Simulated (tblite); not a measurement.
Record of a relaxation.

C3H11BOSi.
SMILES with atom numbers: `[CH3:1][B:2]([CH3:3])[CH2:4][SiH2:5][OH:6]` (hydrogens: H7, H8, H9 on C1; H10, H11, H12 on C3; H13, H14 on C4; H15, H16 on Si5; H17 on O6)

Computed with GFN2-xTB (tblite), gas phase: L-BFGS steps from a force-field or distance-geometry start until the largest atomic force falls under 0.01 eV/Å. 11 of its 152 geometries are shown.

Step 0: E = -518.8678 eV, largest atomic force 2.294 eV/Å
```
atom  x, y, z in Å  |  force x, y, z in eV/Å
C1     -0.841    1.368    0.758   -0.002   1.106   0.060
B2     -0.784   -0.043    0.060    0.090   0.625  -1.661
C3     -2.057   -0.841   -0.445    0.377  -0.338   0.297
C4      0.521   -0.315   -0.825   -0.759  -0.364   0.408
Si5     1.929   -0.765    0.333    0.717   1.336   0.722
O6      2.549    0.746    0.883   -0.237  -0.973  -2.064
H7     -1.790    1.919    0.537    0.634  -0.570   0.360
H8     -0.025    2.042    0.387   -0.604  -0.601   0.387
H9     -0.715    1.342    1.851   -0.189  -0.049  -0.383
H10    -1.739   -1.901   -0.566   -0.713   0.566   0.059
H11    -2.924   -0.750    0.232    0.230  -0.233  -0.701
H12    -2.273   -0.451   -1.472   -0.114  -0.364   1.008
H13     0.704    0.639   -1.329    0.236  -0.531  -0.292
H14     0.383   -1.167   -1.517    0.041   0.775   0.032
H15     1.433   -1.571    1.448    0.183   0.208   0.149
H16     2.924   -1.536   -0.408    0.248   0.033   0.007
H17     2.699    1.294    0.062   -0.138  -0.624   1.613
```

Step 15: E = -519.5488 eV, largest atomic force 0.220 eV/Å
```
atom  x, y, z in Å  |  force x, y, z in eV/Å
C1     -0.887    1.402    0.695    0.016   0.097  -0.028
B2     -0.810    0.096   -0.192   -0.055  -0.081   0.118
C3     -2.079   -0.818   -0.423   -0.087  -0.064  -0.027
C4      0.528   -0.324   -0.888   -0.066   0.062  -0.080
Si5     1.956   -0.762    0.298    0.071   0.090   0.179
O6      2.665    0.591    0.879   -0.095  -0.094  -0.079
H7     -1.828    1.945    0.612   -0.053  -0.138   0.022
H8     -0.098    2.120    0.477    0.083  -0.017   0.036
H9     -0.777    1.125    1.747   -0.024   0.003  -0.123
H10    -1.836   -1.879   -0.481    0.050   0.030   0.040
H11    -2.890   -0.705    0.294    0.066   0.084   0.025
H12    -2.490   -0.562   -1.403   -0.031   0.021   0.023
H13     0.911    0.508   -1.474    0.060   0.167  -0.130
H14     0.365   -1.138   -1.591    0.077  -0.100   0.033
H15     1.561   -1.402    1.542   -0.076  -0.096   0.035
H16     2.956   -1.551   -0.429    0.010  -0.019  -0.064
H17     2.745    1.363    0.328    0.055   0.054   0.019
```

Step 30: E = -519.5747 eV, largest atomic force 0.093 eV/Å
```
atom  x, y, z in Å  |  force x, y, z in eV/Å
C1     -0.885    1.393    0.662   -0.017   0.022   0.020
B2     -0.794    0.096   -0.230    0.069   0.019  -0.051
C3     -2.075   -0.812   -0.397    0.007  -0.007   0.005
C4      0.544   -0.302   -0.936    0.084  -0.012  -0.011
Si5     1.938   -0.739    0.303   -0.016  -0.032  -0.003
O6      2.643    0.594    0.927   -0.066  -0.033  -0.056
H7     -1.851    1.889    0.595   -0.031   0.032  -0.026
H8     -0.112    2.136    0.483    0.012  -0.012  -0.027
H9     -0.786    1.082    1.703    0.032  -0.003   0.031
H10    -1.849   -1.876   -0.424    0.027  -0.031   0.007
H11    -2.835   -0.646    0.361   -0.032  -0.005   0.039
H12    -2.535   -0.578   -1.358   -0.017  -0.004  -0.013
H13     0.940    0.519   -1.538   -0.039   0.039   0.019
H14     0.425   -1.147   -1.613   -0.040   0.008   0.011
H15     1.489   -1.433    1.504   -0.013   0.014  -0.005
H16     2.935   -1.528   -0.435    0.025   0.024   0.011
H17     2.800    1.363    0.385    0.016  -0.018   0.048
```

Step 45: E = -519.5888 eV, largest atomic force 0.088 eV/Å
```
atom  x, y, z in Å  |  force x, y, z in eV/Å
C1     -0.868    1.416    0.615   -0.013   0.004   0.007
B2     -0.784    0.107   -0.261    0.009   0.026  -0.027
C3     -2.051   -0.836   -0.340    0.049   0.010  -0.017
C4      0.542   -0.271   -1.003   -0.023   0.030  -0.002
Si5     1.890   -0.750    0.273   -0.068   0.007  -0.010
O6      2.502    0.563    1.015    0.053   0.043  -0.009
H7     -1.843    1.896    0.552    0.009   0.057   0.009
H8     -0.102    2.160    0.405   -0.026   0.005  -0.017
H9     -0.742    1.123    1.659    0.009   0.017  -0.004
H10    -1.779   -1.889   -0.349   -0.047  -0.037  -0.010
H11    -2.776   -0.674    0.456    0.049  -0.018  -0.016
H12    -2.574   -0.643   -1.280    0.027  -0.037   0.034
H13     0.938    0.577   -1.568    0.003  -0.039   0.035
H14     0.412   -1.089   -1.711    0.019   0.006   0.037
H15     1.383   -1.494    1.415   -0.031  -0.039   0.031
H16     2.971   -1.471   -0.406    0.017  -0.022  -0.084
H17     2.873    1.288    0.518   -0.036  -0.013   0.044
```

Step 60: E = -519.6071 eV, largest atomic force 0.092 eV/Å
```
atom  x, y, z in Å  |  force x, y, z in eV/Å
C1     -0.864    1.491    0.530   -0.010   0.004   0.007
B2     -0.790    0.148   -0.294   -0.005   0.009   0.019
C3     -1.987   -0.885   -0.266   -0.005  -0.005   0.019
C4      0.528   -0.209   -1.045    0.001  -0.010  -0.003
Si5     1.820   -0.774    0.246    0.038  -0.066  -0.011
O6      2.398    0.453    1.144   -0.004  -0.060   0.043
H7     -1.836    1.978    0.509   -0.009  -0.015  -0.015
H8     -0.110    2.220    0.243   -0.039   0.043   0.010
H9     -0.672    1.235    1.573   -0.004   0.035   0.012
H10    -1.640   -1.917   -0.272    0.006  -0.015   0.001
H11    -2.663   -0.763    0.578    0.027   0.028   0.005
H12    -2.591   -0.765   -1.166    0.002   0.016  -0.021
H13     0.965    0.642   -1.569   -0.011   0.015  -0.036
H14     0.408   -1.012   -1.769   -0.004  -0.005  -0.041
H15     1.261   -1.619    1.290    0.015  -0.050   0.009
H16     2.922   -1.408   -0.493   -0.002  -0.014   0.025
H17     2.845    1.196    0.752    0.004   0.089  -0.024
```

Step 76: E = -519.6345 eV, largest atomic force 0.070 eV/Å
```
atom  x, y, z in Å  |  force x, y, z in eV/Å
C1     -0.908    1.607    0.426    0.006   0.013  -0.002
B2     -0.734    0.207   -0.285    0.024  -0.045   0.008
C3     -1.859   -0.894   -0.138   -0.024  -0.021   0.002
C4      0.563   -0.143   -1.073   -0.004  -0.019  -0.011
Si5     1.811   -0.889    0.175   -0.065   0.003  -0.006
O6      2.329    0.199    1.267   -0.005  -0.009   0.020
H7     -1.938    1.953    0.404   -0.053   0.040   0.022
H8     -0.281    2.398    0.020    0.019   0.018  -0.030
H9     -0.643    1.508    1.479   -0.006  -0.038  -0.005
H10    -1.465   -1.910   -0.149   -0.002   0.058   0.008
H11    -2.475   -0.781    0.753    0.024   0.009   0.001
H12    -2.538   -0.824   -0.989   -0.016   0.007  -0.013
H13     1.034    0.711   -1.563    0.007  -0.016   0.039
H14     0.392   -0.899   -1.839    0.031   0.008   0.011
H15     1.198   -1.885    1.045    0.041  -0.029   0.005
H16     2.940   -1.438   -0.585    0.033   0.031  -0.005
H17     2.567    1.094    1.043   -0.011  -0.011  -0.043
```

Step 91: E = -519.6411 eV, largest atomic force 0.027 eV/Å
```
atom  x, y, z in Å  |  force x, y, z in eV/Å
C1     -0.921    1.630    0.393    0.010  -0.004   0.008
B2     -0.734    0.218   -0.294    0.005  -0.002  -0.011
C3     -1.851   -0.886   -0.118   -0.006  -0.002   0.013
C4      0.572   -0.141   -1.065   -0.009  -0.007  -0.012
Si5     1.809   -0.923    0.170   -0.004   0.010   0.013
O6      2.283    0.153    1.296    0.000   0.006  -0.005
H7     -1.957    1.965    0.396    0.011   0.000   0.008
H8     -0.313    2.428   -0.032   -0.004  -0.024  -0.012
H9     -0.628    1.533    1.440   -0.007   0.013  -0.001
H10    -1.446   -1.896   -0.124   -0.008   0.000  -0.012
H11    -2.438   -0.764    0.790   -0.011   0.007   0.020
H12    -2.557   -0.833   -0.947    0.003   0.012  -0.016
H13     1.065    0.718   -1.524   -0.008  -0.004   0.000
H14     0.405   -0.875   -1.851    0.003  -0.007   0.005
H15     1.237   -1.976    0.999    0.014  -0.001  -0.013
H16     2.970   -1.391   -0.598    0.016   0.001  -0.007
H17     2.498    1.052    1.059   -0.005   0.001   0.023
```

Step 106: E = -519.6469 eV, largest atomic force 0.067 eV/Å
```
atom  x, y, z in Å  |  force x, y, z in eV/Å
C1     -0.903    1.631    0.363   -0.012  -0.001  -0.010
B2     -0.733    0.196   -0.282   -0.017   0.002   0.005
C3     -1.881   -0.875   -0.096   -0.001   0.022  -0.009
C4      0.569   -0.171   -1.056    0.010   0.000   0.013
Si5     1.850   -0.920    0.153    0.021  -0.018  -0.028
O6      2.238    0.110    1.352   -0.023  -0.060   0.017
H7     -1.938    1.963    0.388   -0.002  -0.001   0.013
H8     -0.316    2.408   -0.122    0.019   0.017  -0.010
H9     -0.571    1.586    1.400    0.002  -0.010   0.027
H10    -1.523   -1.902   -0.127    0.003   0.013  -0.002
H11    -2.448   -0.739    0.824    0.019  -0.011  -0.009
H12    -2.596   -0.769   -0.913    0.005  -0.013   0.007
H13     1.041    0.694   -1.526    0.008  -0.012  -0.024
H14     0.405   -0.912   -1.836   -0.007  -0.013   0.009
H15     1.355   -2.065    0.907   -0.013  -0.003   0.001
H16     3.050   -1.258   -0.628   -0.017   0.023   0.016
H17     2.393    1.035    1.190    0.004   0.065  -0.017
```

Step 121: E = -519.6499 eV, largest atomic force 0.031 eV/Å
```
atom  x, y, z in Å  |  force x, y, z in eV/Å
C1     -0.882    1.644    0.346    0.006  -0.010  -0.002
B2     -0.729    0.202   -0.289   -0.008  -0.005  -0.011
C3     -1.877   -0.862   -0.082   -0.018  -0.001   0.003
C4      0.562   -0.193   -1.069    0.004   0.004  -0.012
Si5     1.855   -0.916    0.142    0.000   0.029   0.012
O6      2.155    0.075    1.398   -0.007  -0.001  -0.007
H7     -1.917    1.976    0.397    0.007   0.002  -0.003
H8     -0.306    2.418   -0.158    0.001  -0.011   0.007
H9     -0.525    1.605    1.377    0.004  -0.003   0.001
H10    -1.523   -1.890   -0.134   -0.003   0.003   0.004
H11    -2.417   -0.736    0.856    0.016   0.000   0.003
H12    -2.619   -0.749   -0.874    0.014   0.002   0.000
H13     1.032    0.649   -1.580    0.005   0.007   0.000
H14     0.384   -0.962   -1.819   -0.015   0.006  -0.002
H15     1.397   -2.119    0.824    0.003  -0.001   0.011
H16     3.093   -1.138   -0.617    0.008  -0.012  -0.004
H17     2.310    1.008    1.274   -0.017  -0.007   0.000
```

Step 136: E = -519.6515 eV, largest atomic force 0.035 eV/Å
```
atom  x, y, z in Å  |  force x, y, z in eV/Å
C1     -0.851    1.630    0.354   -0.008  -0.002   0.008
B2     -0.722    0.194   -0.295   -0.002   0.004  -0.031
C3     -1.878   -0.861   -0.081   -0.005   0.000   0.003
C4      0.559   -0.204   -1.088    0.010  -0.009   0.003
Si5     1.849   -0.905    0.141    0.012  -0.009  -0.024
O6      2.102    0.098    1.397    0.023   0.024  -0.010
H7     -1.880    1.981    0.404   -0.007   0.013  -0.005
H8     -0.259    2.400   -0.138    0.001  -0.003   0.002
H9     -0.502    1.570    1.385    0.009   0.004   0.019
H10    -1.537   -1.892   -0.142    0.007   0.007  -0.005
H11    -2.403   -0.733    0.863   -0.004   0.002   0.016
H12    -2.625   -0.733   -0.865   -0.004  -0.005  -0.004
H13     1.031    0.634   -1.605   -0.020  -0.008  -0.001
H14     0.374   -0.978   -1.830    0.020   0.002   0.001
H15     1.415   -2.114    0.826   -0.019  -0.014   0.010
H16     3.100   -1.111   -0.602    0.001   0.009   0.008
H17     2.221    1.035    1.268   -0.015  -0.015   0.010
```

Step 151: E = -519.6528 eV, largest atomic force 0.010 eV/Å
```
atom  x, y, z in Å  |  force x, y, z in eV/Å
C1     -0.829    1.620    0.367   -0.002   0.003   0.004
B2     -0.717    0.188   -0.299   -0.004   0.001   0.001
C3     -1.884   -0.856   -0.086    0.004   0.001  -0.001
C4      0.560   -0.218   -1.092   -0.005   0.002  -0.001
Si5     1.857   -0.900    0.141    0.003  -0.004   0.007
O6      2.111    0.125    1.379    0.001   0.003  -0.009
H7     -1.851    1.990    0.407    0.000   0.001  -0.008
H8     -0.216    2.384   -0.109    0.002  -0.003   0.001
H9     -0.495    1.543    1.403   -0.001  -0.003   0.001
H10    -1.551   -1.889   -0.158    0.001  -0.001   0.001
H11    -2.402   -0.732    0.862    0.000   0.001   0.001
H12    -2.635   -0.718   -0.865    0.000   0.002   0.002
H13     1.027    0.616   -1.619    0.000   0.003  -0.001
H14     0.379   -1.001   -1.826    0.001  -0.002  -0.003
H15     1.420   -2.106    0.832    0.002  -0.001  -0.001
H16     3.110   -1.106   -0.597   -0.002   0.003   0.002
H17     2.108    1.070    1.248    0.001  -0.005   0.003
```

Question: Summarise the path.

Answer: The energy falls by 75.74 kJ/mol from step 0 to step 151; nine tenths of that is first reached at step 30. It falls at every step. The largest force goes from 2.294 to 0.010 eV/Å. Among the bonds Si5–O6 changes most, from 1.723 to 1.628 Å; the atoms move by 0.628 Å rms after alignment.

Question: Follow the three bonds and two angles with the largest change from start to end.

Answer: 
```json
{"step": "0", "E above end (kJ/mol)": "75.74", "largest force (eV/Å)": "2.294", "Si5–O6 (Å)": "1.723", "O6–H17 (Å)": "0.999", "B2–C4 (Å)": "1.600", "Si5–O6–H17 (°)": "105.9", "B2–C4–H13 (°)": "104.0"}
{"step": "7", "E above end (kJ/mol)": "19.36", "largest force (eV/Å)": "0.569", "Si5–O6 (Å)": "1.645", "O6–H17 (Å)": "0.958", "B2–C4 (Å)": "1.566", "Si5–O6–H17 (°)": "119.3", "B2–C4–H13 (°)": "109.5"}
{"step": "13", "E above end (kJ/mol)": "11.74", "largest force (eV/Å)": "0.263", "Si5–O6 (Å)": "1.632", "O6–H17 (Å)": "0.954", "B2–C4 (Å)": "1.570", "Si5–O6–H17 (°)": "119.7", "B2–C4–H13 (°)": "110.9"}
{"step": "20", "E above end (kJ/mol)": "8.54", "largest force (eV/Å)": "0.101", "Si5–O6 (Å)": "1.629", "O6–H17 (Å)": "0.954", "B2–C4 (Å)": "1.566", "Si5–O6–H17 (°)": "122.0", "B2–C4–H13 (°)": "109.8"}
{"step": "26", "E above end (kJ/mol)": "7.88", "largest force (eV/Å)": "0.063", "Si5–O6 (Å)": "1.629", "O6–H17 (Å)": "0.953", "B2–C4 (Å)": "1.566", "Si5–O6–H17 (°)": "121.6", "B2–C4–H13 (°)": "110.8"}
{"step": "33", "E above end (kJ/mol)": "7.22", "largest force (eV/Å)": "0.075", "Si5–O6 (Å)": "1.630", "O6–H17 (Å)": "0.953", "B2–C4 (Å)": "1.564", "Si5–O6–H17 (°)": "121.2", "B2–C4–H13 (°)": "111.3"}
{"step": "39", "E above end (kJ/mol)": "6.81", "largest force (eV/Å)": "0.069", "Si5–O6 (Å)": "1.630", "O6–H17 (Å)": "0.954", "B2–C4 (Å)": "1.564", "Si5–O6–H17 (°)": "122.0", "B2–C4–H13 (°)": "111.4"}
{"step": "46", "E above end (kJ/mol)": "6.07", "largest force (eV/Å)": "0.079", "Si5–O6 (Å)": "1.628", "O6–H17 (Å)": "0.955", "B2–C4 (Å)": "1.566", "Si5–O6–H17 (°)": "121.5", "B2–C4–H13 (°)": "111.3"}
{"step": "53", "E above end (kJ/mol)": "5.19", "largest force (eV/Å)": "0.067", "Si5–O6 (Å)": "1.628", "O6–H17 (Å)": "0.954", "B2–C4 (Å)": "1.562", "Si5–O6–H17 (°)": "122.1", "B2–C4–H13 (°)": "112.4"}
{"step": "59", "E above end (kJ/mol)": "4.50", "largest force (eV/Å)": "0.072", "Si5–O6 (Å)": "1.627", "O6–H17 (Å)": "0.952", "B2–C4 (Å)": "1.559", "Si5–O6–H17 (°)": "121.9", "B2–C4–H13 (°)": "113.2"}
{"step": "66", "E above end (kJ/mol)": "3.34", "largest force (eV/Å)": "0.142", "Si5–O6 (Å)": "1.630", "O6–H17 (Å)": "0.955", "B2–C4 (Å)": "1.559", "Si5–O6–H17 (°)": "122.8", "B2–C4–H13 (°)": "113.1"}
{"step": "72", "E above end (kJ/mol)": "2.20", "largest force (eV/Å)": "0.174", "Si5–O6 (Å)": "1.627", "O6–H17 (Å)": "0.950", "B2–C4 (Å)": "1.556", "Si5–O6–H17 (°)": "122.9", "B2–C4–H13 (°)": "114.0"}
{"step": "79", "E above end (kJ/mol)": "1.53", "largest force (eV/Å)": "0.078", "Si5–O6 (Å)": "1.626", "O6–H17 (Å)": "0.952", "B2–C4 (Å)": "1.559", "Si5–O6–H17 (°)": "123.1", "B2–C4–H13 (°)": "114.4"}
{"step": "85", "E above end (kJ/mol)": "1.22", "largest force (eV/Å)": "0.042", "Si5–O6 (Å)": "1.628", "O6–H17 (Å)": "0.954", "B2–C4 (Å)": "1.559", "Si5–O6–H17 (°)": "121.5", "B2–C4–H13 (°)": "114.0"}
{"step": "92", "E above end (kJ/mol)": "1.11", "largest force (eV/Å)": "0.031", "Si5–O6 (Å)": "1.628", "O6–H17 (Å)": "0.953", "B2–C4 (Å)": "1.558", "Si5–O6–H17 (°)": "121.2", "B2–C4–H13 (°)": "113.9"}
{"step": "98", "E above end (kJ/mol)": "0.81", "largest force (eV/Å)": "0.045", "Si5–O6 (Å)": "1.627", "O6–H17 (Å)": "0.954", "B2–C4 (Å)": "1.559", "Si5–O6–H17 (°)": "121.5", "B2–C4–H13 (°)": "113.5"}
{"step": "105", "E above end (kJ/mol)": "0.60", "largest force (eV/Å)": "0.034", "Si5–O6 (Å)": "1.627", "O6–H17 (Å)": "0.953", "B2–C4 (Å)": "1.558", "Si5–O6–H17 (°)": "121.8", "B2–C4–H13 (°)": "113.0"}
{"step": "112", "E above end (kJ/mol)": "0.45", "largest force (eV/Å)": "0.071", "Si5–O6 (Å)": "1.628", "O6–H17 (Å)": "0.954", "B2–C4 (Å)": "1.559", "Si5–O6–H17 (°)": "121.9", "B2–C4–H13 (°)": "112.9"}
{"step": "118", "E above end (kJ/mol)": "0.31", "largest force (eV/Å)": "0.023", "Si5–O6 (Å)": "1.628", "O6–H17 (Å)": "0.953", "B2–C4 (Å)": "1.559", "Si5–O6–H17 (°)": "121.5", "B2–C4–H13 (°)": "113.3"}
{"step": "125", "E above end (kJ/mol)": "0.24", "largest force (eV/Å)": "0.028", "Si5–O6 (Å)": "1.626", "O6–H17 (Å)": "0.953", "B2–C4 (Å)": "1.559", "Si5–O6–H17 (°)": "122.0", "B2–C4–H13 (°)": "113.4"}
{"step": "131", "E above end (kJ/mol)": "0.19", "largest force (eV/Å)": "0.022", "Si5–O6 (Å)": "1.628", "O6–H17 (Å)": "0.953", "B2–C4 (Å)": "1.558", "Si5–O6–H17 (°)": "121.6", "B2–C4–H13 (°)": "113.4"}
{"step": "138", "E above end (kJ/mol)": "0.09", "largest force (eV/Å)": "0.047", "Si5–O6 (Å)": "1.627", "O6–H17 (Å)": "0.954", "B2–C4 (Å)": "1.558", "Si5–O6–H17 (°)": "121.3", "B2–C4–H13 (°)": "113.6"}
{"step": "144", "E above end (kJ/mol)": "0.03", "largest force (eV/Å)": "0.017", "Si5–O6 (Å)": "1.627", "O6–H17 (Å)": "0.954", "B2–C4 (Å)": "1.558", "Si5–O6–H17 (°)": "121.4", "B2–C4–H13 (°)": "113.3"}
{"step": "151", "E above end (kJ/mol)": "0.00", "largest force (eV/Å)": "0.010", "Si5–O6 (Å)": "1.628", "O6–H17 (Å)": "0.954", "B2–C4 (Å)": "1.558", "Si5–O6–H17 (°)": "121.3", "B2–C4–H13 (°)": "113.4"}
```

What follows is the cost of the whole relaxation. The run took 1.4 s of wall time on Arm Neoverse N1, one thread, on a shared host.
